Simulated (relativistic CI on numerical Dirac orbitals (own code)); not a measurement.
# Inner-shell lines of Hg75+

Computed by Dirac-Coulomb-Breit CI, separate exchange-only KLI orbitals for each configuration, model QED, valence Slater integrals scaled by 0.9 (own radial code, finite nucleus).

CI space: 1s²2s²2p, 1s2s²2p², 1s2s²2p3p, 1s²2s2p², 1s2s2p³, 1s2s2p²3p. Levels of other configurations are missing.

The table holds the strongest lines. The upper levels have an inner-shell vacancy. Auger decay, open to those above the ionisation limit, is not computed, and radiative decays to configurations outside the model are missing too. Absolute energies can be off by a few tenths of a per cent, and at this charge the scaling can make term splittings too narrow, so close lines can change order. LS names give the leading component, which can be well under half, for lower levels too. Brackets number the levels in order of energy.

```tsv
E (eV)	Upper	Lower	A (s⁻¹)	gA (s⁻¹)
69653.2	1s2s2p³ ⁴P°5/2 [16]	1s²2s2p² ²D5/2 [5]	1.11e+16	6.66e+16
69690.2	1s2s2p³ ⁴P°5/2 [16]	1s²2s2p² ⁴P3/2 [4]	1.30e+16	7.80e+16
69698.9	1s2s2p³ ⁶S°5/2 [23]	1s²2s2p² ⁴P5/2 [8]	9.53e+15	5.72e+16
69705.7	1s2s2p³ ²D°5/2 [26]	1s²2s2p² ²P3/2 [9]	9.43e+15	5.66e+16
69709.2	1s2s²2p² ⁴P1/2 [11]	1s²2s²2p ²P°1/2 [1]	2.53e+16	5.05e+16
69709.3	1s2s2p³ ⁴D°7/2 [24]	1s²2s2p² ⁴P5/2 [8]	1.64e+16	1.31e+17
69726.2	1s2s2p³ ⁴P°3/2 [27]	1s²2s2p² ²S1/2 [10]	1.65e+16	6.60e+16
69728.0	1s2s²2p² ²D5/2 [12]	1s²2s²2p ²P°3/2 [3]	1.67e+16	1.00e+17
69734.2	1s2s²2p² ⁴P3/2 [13]	1s²2s²2p ²P°3/2 [3]	1.37e+16	5.47e+16
69737.9	1s2s2p³ ²P°3/2 [17]	1s²2s2p² ²D5/2 [5]	1.04e+16	4.15e+16
69762.0	1s2s²2p² ²P1/2 [14]	1s²2s²2p ²P°3/2 [3]	1.69e+16	3.38e+16
69764.4	1s2s2p³ ²D°3/2 [30]	1s²2s2p² ²P3/2 [9]	1.41e+16	5.64e+16
69873.9	1s2s2p³ ²P°3/2 [19]	1s²2s2p² ²D5/2 [5]	9.99e+15	4.00e+16
71786.3	1s2s2p³ ⁴D°7/2 [24]	1s²2s2p² ²D5/2 [5]	7.88e+15	6.30e+16
71789.5	1s2s2p³ ²P°3/2 [17]	1s²2s2p² ⁴P1/2 [2]	2.29e+16	9.17e+16
71812.9	1s2s2p³ ⁶S°5/2 [23]	1s²2s2p² ⁴P3/2 [4]	5.98e+15	3.59e+16
71844.0	1s2s2p³ ²P°1/2 [18]	1s²2s2p² ⁴P1/2 [2]	2.88e+16	5.76e+16
71864.3	1s2s2p³ ²S°1/2 [29]	1s²2s2p² ²P1/2 [6]	2.52e+16	5.03e+16
71866.1	1s2s²2p² ²P1/2 [14]	1s²2s²2p ²P°1/2 [1]	2.99e+16	5.98e+16
71876.1	1s2s2p³ ²D°3/2 [30]	1s²2s2p² ²D3/2 [7]	2.95e+16	1.18e+17
71894.3	1s2s2p³ ²D°5/2 [26]	1s²2s2p² ²D5/2 [5]	2.69e+16	1.62e+17
71899.0	1s2s2p³ ⁴S°3/2 [25]	1s²2s2p² ⁴P3/2 [4]	3.40e+16	1.36e+17
71912.7	1s2s²2p² ⁴P5/2 [20]	1s²2s²2p ²P°3/2 [3]	7.61e+15	4.57e+16
71915.0	1s2s2p³ ⁴P°3/2 [27]	1s²2s2p² ²D5/2 [5]	1.68e+16	6.72e+16
71918.3	1s2s²2p² ²D3/2 [15]	1s²2s²2p ²P°1/2 [1]	2.36e+16	9.43e+16
71938.8	1s2s2p³ ⁴P°5/2 [34]	1s²2s2p² ⁴P5/2 [8]	2.14e+16	1.29e+17
71954.3	1s2s2p³ ²D°5/2 [31]	1s²2s2p² ²D3/2 [7]	1.05e+16	6.28e+16
71960.2	1s2s2p³ ⁴P°1/2 [28]	1s²2s2p² ⁴P3/2 [4]	1.99e+16	3.97e+16
71964.4	1s2s2p³ ²D°3/2 [32]	1s²2s2p² ²P1/2 [6]	1.21e+16	4.84e+16
71965.1	1s2s2p³ ²P°1/2 [36]	1s²2s2p² ²P3/2 [9]	3.83e+16	7.65e+16
71974.0	1s2s²2p² ²P3/2 [21]	1s²2s²2p ²P°3/2 [3]	4.43e+16	1.77e+17
72004.9	1s2s²2p² ²S1/2 [22]	1s²2s²2p ²P°3/2 [3]	2.24e+16	4.47e+16
72021.6	1s2s2p³ ²P°3/2 [35]	1s²2s2p² ⁴P5/2 [8]	3.23e+16	1.29e+17
72031.3	1s2s2p³ ²D°5/2 [31]	1s²2s2p² ²D5/2 [5]	7.49e+15	4.49e+16
72045.2	1s2s2p³ ²P°3/2 [37]	1s²2s2p² ²P3/2 [9]	2.16e+16	8.63e+16
```
